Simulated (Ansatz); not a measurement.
Harmonic frequencies (cm⁻¹) at PBE0-D4/def2-TZVP from Ansatz: 89, 117, 117, 183, 183, 219, 418, 635, 657, 657, 706, 706, 1241, 1652, 1652, 3486, 3606, 3606.

Each molecule was computed in one conformer, which needn't be the lowest.

Task: Which molecule is it?
A. `[AlH3-][SeH2+]`
B. `[PH3+][Ga-]([Cl])([Cl])[Cl]`
C. `[NH3+][Ga-]([F])([F])[F]`
D. `[OH2+][AlH3-]`

Result: C.
